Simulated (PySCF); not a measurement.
Species: C₆H₄F₂O₂.
SMILES with atom numbers: `[O:1]=[c:2]1[cH:3][c:4]([CH:5]([F:6])[F:7])[cH:8][cH:9][o:10]1` (hydrogens: H11 on C3; H12 on C5; H13 on C8; H14 on C9)

The geometry is computed with GFN2-xTB (gas phase).

Task: What internal coordinates does the optimisation give?

Result: 
```tsv
bond	length (bohr)	order
O1=C2	2.268	double
C2–C3	2.745	aromatic
C3–C4	2.555	aromatic
C4–C5	2.851	single
C5–F6, C5–F7	2.556	single
C4–C8	2.700	aromatic
C8–C9	2.549	aromatic
C9–O10	2.508	aromatic
C2–O10	2.620	aromatic
C3–H11	2.038	single
C5–H12	2.086	single
C8–H13	2.032	single
C9–H14	2.044	single
```

Bonds in one row agree within 0.02 bohr and their mean is given. Orders are formal, as drawn. A selection of angles:
```tsv
angle	degrees
O1–C2–C3	126.2
O1–C2–O10	118.2
C3–C2–O10	115.6
C2–C3–C4	121.1
C3–C4–C5	122.4
C3–C4–C8	119.9
C5–C4–C8	117.7
C4–C5–F6	110.4
C4–C5–F7	112.2
F6–C5–F7	106.7
C4–C8–C9	117.5
C8–C9–O10	123.8
C2–O10–C9	122.1
```

Torsions: C3–C4–C5–F6 124° (anticlinal). The mirror-image conformer, all signs reversed, is as good.

The 3 C–O bonds span 1.200 Å (O1=C2, drawn double) to 1.387 Å (C2–O10, drawn aromatic), a spread of 0.187 Å. O10 (ring oxygen) is bent (angle 122.1°). The 6-membered ring C2–C3–C4–C8–C9–O10 has internal angles of 115.6° to 123.8°; it is planar, 0.00 Å rms from its mean plane, widest ring torsion 1°. The 5 C–C bonds span 1.349 Å (C8–C9, drawn aromatic) to 1.509 Å (C4–C5, drawn single), a spread of 0.160 Å. Of the pairs four or more bonds apart, F7···H11 is among the closest relative to their van der Waals radii: 2.45 Å, 92 % of the sum of Bondi's values.

Point group: C1 (no symmetry element, even within 0.4 Å). GFN2-xTB frequencies: not computed here. The numbers are those of one conformer.
